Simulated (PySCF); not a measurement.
**Working out the ionisation energy of Cr²⁺**

Cr²⁺ [Ar] 3d4 (5D) → Cr³⁺ [Ar] 3d3 (4F). Computed with PySCF 2.14 in x2c-TZVPall, with the spin-free X2C one-electron Hamiltonian (Gaussian nucleus). Frozen: [Ar]. Energies in hartree (1 hartree = 27.21139 eV):

```
             part  Cr²⁺ (lower)  Cr³⁺ (upper)
              UHF  -1048.869936  -1047.778433
MP2 opposite-spin      0.000000      0.000000
    MP2 same-spin     -0.031199     -0.011898
```

**Question.** What does Hartree-Fock give?

**Answer.** (-1047.778433) − (-1048.869936) = 1.091503 hartree = 29.701 eV.

**Question.** What do MP2 and SCS-MP2 (6/5 opposite-spin, 1/3 same-spin) give?

**Answer.** The opposite-spin parts differ by 0.000 eV and the same-spin parts by 0.525 eV. MP2: 29.701 + (0.000) + (0.525) = 30.226 eV. SCS-MP2: 29.701 + 1.2 × (0.000) + (0.525)/3 = 29.876 eV.

Reference: 30.959 ± 0.025 eV (measured; NIST Atomic Spectra Database, ionization energies), between the lowest levels; spin-orbit coupling is absent from the calculation.

What remains against the reference includes basis incompleteness, the frozen core and correlation beyond second order.
